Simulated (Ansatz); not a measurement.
Consider the ligand exchange at a B–C bond: `CB(C)C[SiH3]` + `O[SiH3]` → `CB(C)O[SiH3]` + `C[SiH3]`.

Calculated with Ansatz (gas phase, PBE0-D4/def2-TZVP geometries, no zero-point term in ΔE). CCSD(T)/CBS adds triple-zeta CCSD(T) − MP2 to the extrapolated MP2 energy (def2 sets, frozen cores). This one scheme is used for every species. Functionals use def2-TZVPP. Each species was taken in one conformer, which may not be the lowest.

Problem. Is it downhill or uphill in electronic energy at CCSD(T)/CBS, and by how much? (Best estimate.)

Solution. Ansatz gave: Downhill: ΔE = -119.4 kJ/mol.

Problem. What do these levels give: r2SCAN-D4, r2SCANh-D4, r2SCAN0-D4, PBE-QIDH, CAM-B3LYP, LC-ωPBE? (An estimate is asked.)

Solution. Computed: r2SCAN-D4 -121.0, r2SCANh-D4 -121.2, r2SCAN0-D4 -121.4, PBE-QIDH -119.3, CAM-B3LYP -130.7, LC-ωPBE -120.6 kJ/mol.

Largest T1 diagnostic among the species: 0.011.

From BLYP to BHLYP (50 % exact exchange), in def2-TZVPP and without D4, ΔE moves by −3.7 kJ/mol. Leaving LDA and LC-ωPBE aside and taking each functional with its dispersion term where it has one, the values, not all of them listed here, spread over 16.8 kJ/mol, from BHLYP-D4 to revPBE-D4. In def2-TZVPP, CCSD(T) changes the Hartree–Fock value by +16.5 kJ/mol (the triples alone add +1.7 kJ/mol) and MP2 by +19.6 kJ/mol.
